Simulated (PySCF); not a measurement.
## H₄RuO: from structure and modes to constants

All numbers come from PySCF, PBE0, basis Ru def2-TZVP with ECP28, O def2-TZVP, H def2-TZVP (scalar-relativistic core potentials, no spin–orbit coupling, density fitting).

The singlet minimum has C4v symmetry. Masses (u): Ru 101.90435, O 15.99492, H 1.00782.

```xyz
6
charge 0 multiplicity 1, angstrom
Ru    0.0000    0.0000    0.1872
O     0.0000    0.0000   -1.4313
H     0.0000    1.3844    0.9493
H     0.0000   -1.3844    0.9493
H    -1.3844    0.0000    0.9493
H     1.3844    0.0000    0.9493
```

Harmonic wavenumbers (cm⁻¹): 521.6 (e, ×2), 677.0 (e, ×2), 844.3 (a1, ×1), 865.1 (b2, ×1), 1021.1 (b1, ×1), 1111.6 (a1, ×1), 2126.4 (b1, ×1), 2169.3 (e, ×2), 2173.3 (a1, ×1).

Question: Find the principal moments of inertia and the rotational constants. What kind of rotor is it?

Answer: About the centre of mass I = 7.726, 43.832, 43.832 u Å². With B = 16.8576/I this gives 2.182, 0.3846, 0.3846 cm⁻¹. The molecule is a prolate symmetric top.

Question: What is the harmonic zero-point energy?

Answer: Half the sum of all 12 wavenumbers, 14878/2 = 7439 cm⁻¹, which is 89.0 kJ/mol (1 cm⁻¹ = 0.0119627 kJ/mol).

Question: Find the vibrational entropy and heat capacity at 298.15 K.

Answer: With u = 1.43878 ω/T, each mode gives S = R[u/(eᵘ−1) − ln(1−e⁻ᵘ)] and C = R u² eᵘ/(eᵘ−1)².
```tsv
ω (cm⁻¹)	u	S (J/(mol K))	C (J/(mol K))
521.6 (×2)	2.517	2.54	5.03
677.0 (×2)	3.267	1.40	3.66
844.3	4.074	0.73	2.43
865.1	4.175	0.67	2.30
1021.1	4.928	0.36	1.48
1111.6	5.364	0.25	1.13
2126.4	10.261	0.00	0.03
2169.3 (×2)	10.468	0.00	0.03
2173.3	10.487	0.00	0.03
```
The sums over all modes are S = 9.9 and C = 24.8 J/(mol K); the softest mode gives 26 % of the entropy (each member, where degenerate).

Question: Give the standard entropy (298.15 K, 1 bar) by its translational, rotational, vibrational and spin parts, and Cp.

Answer: Sackur–Tetrode with M = 121.93 u gives 168.8; rotation with symmetry number 4 gives 76.9; vibration 9.9; spin R ln 1 = 0.0. The total is 255.6 J/(mol K), and Cp = 4 R + 24.8 = 58.1 J/(mol K).

This need not be the most stable arrangement of these atoms.
